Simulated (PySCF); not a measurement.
Input of a run (PBE0-D3(BJ)/def2-SVP geometry optimisation, gas phase (PySCF 2.14.0)), started from a GFN2-xTB structure with every atom displaced at random (by about 0.03 Å):
```
{"job": {"xc": "PBE0", "basis": "def2-SVP", "d3": "d3bj", "grid": 1, "maxiter": 40, "shake": 0.03, "kind": "geom"}, "charge": 0, "multiplicity": 1}
Ge    -1.685460    -0.004830    -0.698680
Cl    -3.688000     0.137020    -1.471030
N     -0.554040     0.241890    -2.058520
Ge     1.320810     0.288300    -1.423820
Cl     2.598590     0.587100    -2.943880
N      1.391420    -1.364260    -0.677990
Ge     0.322400    -1.694000     0.748150
Cl     0.672850    -3.527270     1.584050
N     -1.435110    -1.494310     0.213310
N      0.576520    -0.340400     1.972160
Ge     0.179150     1.332740     1.311740
Cl     0.445980     2.785010     2.772180
N     -1.533810     1.427180     0.484930
N      1.265770     1.603690    -0.113520
H     -0.735050     0.855250    -2.779010
H      2.321630    -1.748260    -0.620980
H     -1.845150    -2.301410    -0.253810
H      0.342580    -0.494260     2.928770
H     -2.235340     1.674380     1.084180
H      2.136670     2.050590     0.041120
```

Output (energies in Eh, forces in Eh/bohr):
```
step   0  E = -10477.44064247  max force = 0.094634
step   1  E = -10477.47806097  max force = 0.029347
step   2  E = -10477.48264122  max force = 0.007609
step   3  E = -10477.48400535  max force = 0.003866
step   4  E = -10477.48472893  max force = 0.007092
step   5  E = -10477.48518083  max force = 0.002935
step   6  E = -10477.48534305  max force = 0.001581
step   7  E = -10477.48540384  max force = 0.000981
step   8  E = -10477.48541033  max force = 0.001378
step   9  E = -10477.48541894  max force = 0.000905
step  10  E = -10477.48542493  max force = 0.000402
optimisation converged
```

Task: Summarise the run.

Result: The energy falls by 28.1 kcal/mol over 11 energy and gradient evaluations, the largest force component goes from 0.0946 to 4.0e-04 Eh/bohr, and the atoms move by 0.178 Å rms after alignment. The bond that changes most is N3–Ge4 (ends: nitrogen bonded to 2 Ge and H; germanium bonded to Cl and 3 N), which shortens by 0.151 Å. Bonds longer at the end by more than 0.005 Å: 14 of 22; shorter: 7. Among the angles that change most is Ge1–N3–H15, from 122.6° to 112.2°. Among the dihedrals that turn most is N6–Ge4–N14–H20, from 101° to 74°. The energy never rose by more than 1e-6 Eh on the way. The first step brought 84 % of the lowering.

Task: What are the final bond lengths?

Result: Ge1–Cl2 2.134 Å, Ge1–N3 1.838 Å, Ge1–N9 1.835 Å, Ge1–N13 1.833 Å, N3–Ge4 1.829 Å, N3–H15 1.021 Å, Ge4–Cl5 2.135 Å, Ge4–N6 1.837 Å, Ge4–N14 1.851 Å, N6–Ge7 1.835 Å, N6–H16 1.019 Å, Ge7–Cl8 2.135 Å, Ge7–N9 1.839 Å, Ge7–N10 1.835 Å, N9–H17 1.021 Å, N10–Ge11 1.850 Å, N10–H18 1.020 Å, Ge11–Cl12 2.137 Å, Ge11–N13 1.839 Å, Ge11–N14 1.831 Å, N13–H19 1.020 Å, N14–H20 1.020 Å. Numbering counts from 1 in the input's order; the species is Cl4Ge4H6N6 ((ClGe)4NH6 adamantane).

The run used 314 basis functions and 82 SCF cycles in all.

Whether it is a minimum is left open (no frequencies). One conformer, not necessarily the lowest.
